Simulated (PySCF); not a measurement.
ClF, charge +1, doublet, at a GFN2-xTB geometry (a state made from the parent by changing its charge; the spin is typed, not shown lowest); PBE0/aug-cc-pVDZ in PySCF.

Here is a job for PySCF.
```python
from pyscf import gto, scf, dft

mol = gto.Mole()
mol.atom = '''
    F    -0.00000000   -0.00000000   -1.04610145
    Cl    0.00000000    0.00000000    0.55381842
'''
mol.basis = 'aug-cc-pvdz'
mol.charge = 1
mol.spin = 1
mol.verbose = 4
mol.build()

mf = dft.UKS(mol)
mf.xc = 'pbe0'
mf.kernel()
```

The log (banner, timings and long lists left out):

```
PySCF version 2.14.0

[INPUT] verbose = 4
[INPUT] num. atoms = 2
[INPUT] num. electrons = 25
[INPUT] charge = 1
[INPUT] spin (= nelec alpha-beta = 2S) = 1
[INPUT] symmetry False subgroup None
[INPUT] Mole.unit = angstrom
[INPUT] Symbol           X                Y                Z      unit          X                Y                Z       unit  Magmom
[INPUT]  1 F      0.000000000000   0.000000000000  -1.046101450000 AA    0.000000000000   0.000000000000  -1.976845239010 Bohr   0.0
[INPUT]  2 Cl     0.000000000000   0.000000000000   0.553818420000 AA    0.000000000000   0.000000000000   1.046565136539 Bohr   0.0

nuclear repulsion = 50.6051051611478
number of shells = 16
number of NR pGTOs = 85
number of NR cGTOs = 50
basis = aug-cc-pvdz
ecp = {}

******** <class 'pyscf.dft.uks.UKS'> ********
method = UKS
initial guess = minao
damping factor = 0
level_shift factor = 0
DIIS = <class 'pyscf.scf.diis.CDIIS'>
diis_start_cycle = 1
diis_space = 8
diis_damp = 0
SCF conv_tol = 1e-09
SCF conv_tol_grad = None
SCF max_cycles = 50
direct_scf = True
direct_scf_tol = 1e-13
number electrons alpha = 13  beta = 12
XC library pyscf.dft.libxc version 7.1.2
    S. Lehtola, C. Steigemann, M. J. T. Oliveira, and M. A. L. Marques,  SoftwareX 7, 1–5 (2018)
XC functionals = pbe0
    C. Adamo and V. Barone,  J. Chem. Phys. 110, 6158 (1999)
    M. Ernzerhof and G. E. Scuseria,  J. Chem. Phys. 110, 5029 (1999)
radial grids:
    Treutler-Ahlrichs [JCP 102, 346 (1995); DOI:10.1063/1.469408] (M4) radial grids

becke partition: Becke, JCP 88, 2547 (1988); DOI:10.1063/1.454033
pruning grids: <function nwchem_prune>
grids dens level: 3
symmetrized grids: False
atomic radii adjust function: <function treutler_atomic_radii_adjust>
small_rho_cutoff = 0
Set gradient conv threshold to 3.16228e-05
tot grids = 33144
init E= -559.90416926204

cycle= 1 E= -559.196333786885  delta_E= 0.708  |g|= 0.345  |ddm|= 1.04
cycle= 2 E= -559.138167601746  delta_E= 0.0582  |g|= 0.548  |ddm|= 0.622
cycle= 3 E= -559.245126202947  delta_E= -0.107  |g|= 0.227  |ddm|= 0.429
cycle= 4 E= -559.26296623382  delta_E= -0.0178  |g|= 0.00903  |ddm|= 0.119
cycle= 5 E= -559.263013313745  delta_E= -4.71e-05  |g|= 0.00521  |ddm|= 0.0119
cycle= 6 E= -559.26302937669  delta_E= -1.61e-05  |g|= 0.00136  |ddm|= 0.00481
cycle= 7 E= -559.263031677406  delta_E= -2.3e-06  |g|= 0.000834  |ddm|= 0.00251
cycle= 8 E= -559.263032259875  delta_E= -5.82e-07  |g|= 9.13e-05  |ddm|= 0.00143
cycle= 9 E= -559.263032273947  delta_E= -1.41e-08  |g|= 2.13e-05  |ddm|= 0.000254
cycle= 10 E= -559.263032274788  delta_E= -8.41e-10  |g|= 1.13e-05  |ddm|= 4.11e-05
Extra cycle  E= -559.263032274886  delta_E= -9.8e-11  |g|= 1.64e-05  |ddm|= 2.1e-05
converged SCF energy = -559.263032274886  <S^2> = 0.7533387  2S+1 = 2.0033359
```
